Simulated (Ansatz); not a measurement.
## Ansatz (development build ahead of 0.2.0) run

```yaml
crystal:
  periodic: [false, false, false]
  atoms:
    - { symbol: H, position_ang: [1.843, 0.0, 0.3589] }
    - { symbol: H, position_ang: [0.9215, 1.59608, 0.3589] }
    - { symbol: H, position_ang: [-0.9215, 1.59608, 0.3589] }
    - { symbol: H, position_ang: [-1.843, 0.0, 0.3589] }
    - { symbol: H, position_ang: [-0.9215, -1.59608, 0.3589] }
    - { symbol: H, position_ang: [0.9215, -1.59608, 0.3589] }
    - { symbol: H, position_ang: [1.843, 0.0, -0.3589] }
    - { symbol: H, position_ang: [0.9215, 1.59608, -0.3589] }
    - { symbol: H, position_ang: [-0.9215, 1.59608, -0.3589] }
    - { symbol: H, position_ang: [-1.843, 0.0, -0.3589] }
    - { symbol: H, position_ang: [-0.9215, -1.59608, -0.3589] }
    - { symbol: H, position_ang: [0.9215, -1.59608, -0.3589] }
basis:
  gaussian: { orbitals: def2-SVP }
hamiltonian:
  xc: hf
correlation:
  method: mp2
  frozen_orbitals: { H: 0 }
output:
  forces: true
```

The input is written out in the form of the current development build from the run's settings.

Results

```yaml
Converged: yes
Reference_energy: -6.64527 hartree
Correlation_energy: -0.17109 hartree
Total_energy: -6.81636 hartree
```

Forces (eV/Å):
| atom | Fx | Fy | Fz |
| --- | --- | --- | --- |
| H1 | 0.792 | 0.000 | 0.731 |
| H2 | 0.396 | 0.686 | 0.731 |
| H3 | -0.396 | 0.686 | 0.731 |
| H4 | -0.792 | 0.000 | 0.731 |
| H5 | -0.396 | -0.686 | 0.731 |
| H6 | 0.396 | -0.686 | 0.731 |
| H7 | 0.792 | 0.000 | -0.731 |
| H8 | 0.396 | 0.686 | -0.731 |
| H9 | -0.396 | 0.686 | -0.731 |
| H10 | -0.792 | 0.000 | -0.731 |
| H11 | -0.396 | -0.686 | -0.731 |
| H12 | 0.396 | -0.686 | -0.731 |

Caution: no unrestricted run beside it, a lower state can exist.
